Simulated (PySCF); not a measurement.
C4H11In, charge +1, doublet (typed; the unrestricted solution is spin-contaminated), at a GFN2-xTB geometry (such geometries of metal compounds can be far from the true shape) (a state made from the parent by changing its charge; the spin is typed, not shown lowest) (all electrons, no relativity), with bond 8-6 at 3.0 times its length; HF/STO-3G (PySCF).

PySCF was given this input:
```python
from pyscf import gto, scf

mol = gto.M(
    atom='''
In   -0.02976892    0.44038623    0.17011528
C     1.48271363    1.07008897   -1.39999180
H     2.36864379    0.44655239   -1.29546024
H     1.72005157    2.11623781   -1.21469570
H     1.02894664    0.94531544   -2.38144527
C    -1.40195653    0.85017382    1.94273030
H    -2.37135779    0.40252609    1.72895160
H    -1.63858783    4.09339585    2.26307816
H    -0.94904763    0.40177869    2.82553632
C    -0.45918545   -2.03497942   -0.23365503
C     0.49972712   -2.47861344   -1.25893017
H    -1.49996010   -1.96425263   -0.53166580
H    -0.30126915   -2.38992469    0.77935425
H     1.53540130   -2.40849770   -0.92107010
H     0.36705753   -1.95689005   -2.20931962
H     0.31325226   -3.54303769   -1.46626711
''',
    basis='sto-3g',
    charge=1,
    spin=1,
    verbose=3,
)

mf = scf.UHF(mol)
mf.kernel()
mo_i, mo_e, stable_i, stable_e = mf.stability(internal=True, external=True, return_status=True, nroots=6, tol=1e-6)
print('internally stable:', stable_i, ' externally stable:', stable_e)
if not stable_i:
    umf = mf.copy()
    umf.scf_summary = {}
    umf.kernel(umf.make_rdm1(mo_i, mf.mo_occ))
mf.analyze()
```

What does PySCF print? Leave out banner, timings and long lists.


```
converged SCF energy = -5838.52854870492  <S^2> = 1.7920083  2S+1 = 2.8579771
<class 'pyscf.scf.uhf.UHF'> wavefunction is stable in the internal stability analysis
<class 'pyscf.scf.uhf.UHF'> wavefunction is stable in the real -> complex stability analysis
<class 'pyscf.scf.uhf.UHF'> wavefunction has an UHF/UKS -> GHF/GKS instability
internally stable: True  externally stable: False
**** MO energy ****
                             alpha | beta                alpha | beta
[...]
To work with the spin densities directly, `use mulliken_meta_spin()` only printing them here.

 ** Mulliken spin pop alpha/beta on meta-lowdin orthogonal AOs **
 ** Mulliken Spin Density (per atom)  **
spin density of  0 In =      0.02081
spin density of  1 C =      0.00311
spin density of  2 H =     -0.00104
spin density of  3 H =      0.00333
spin density of  4 H =     -0.00080
spin density of  5 C =      1.25180
spin density of  6 H =     -0.05054
spin density of  7 H =     -0.99903
spin density of  8 H =     -0.04951
spin density of  9 C =      0.87897
spin density of  10 C =     -0.07215
spin density of  11 H =     -0.03497
spin density of  12 H =     -0.03497
spin density of  13 H =      0.01155
spin density of  14 H =      0.01287
spin density of  15 H =      0.06056
 ** Mulliken pop alpha/beta on meta-lowdin orthogonal AOs **
 ** Mulliken atomic charges   ( Nelec_alpha | Nelec_beta ) **
charge of  0In =      0.86890  (    24.07595     24.05515 )
charge of  1C =     -0.19220  (     3.09765      3.09454 )
charge of  2H =      0.04959  (     0.47469      0.47572 )
charge of  3H =      0.05481  (     0.47426      0.47093 )
charge of  4H =      0.04990  (     0.47465      0.47545 )
charge of  5C =     -0.10667  (     3.67924      2.42744 )
charge of  6H =      0.03991  (     0.45477      0.50531 )
charge of  7H =      0.00003  (     0.00047      0.99950 )
charge of  8H =      0.04164  (     0.45443      0.50394 )
charge of  9C =     -0.03532  (     3.45714      2.57817 )
charge of  10C =     -0.11116  (     3.01951      3.09165 )
charge of  11H =      0.06938  (     0.44783      0.48280 )
charge of  12H =      0.06992  (     0.44756      0.48253 )
charge of  13H =      0.05818  (     0.47669      0.46514 )
charge of  14H =      0.05946  (     0.47670      0.46384 )
charge of  15H =      0.08364  (     0.48846      0.42790 )

WARN: System has nonzero charge 1; the dipole moment is origin-dependent.
Location of origin: [0. 0. 0.]

Dipole moment(X, Y, Z, Debye): -0.41385, -1.78843, -0.03710
```
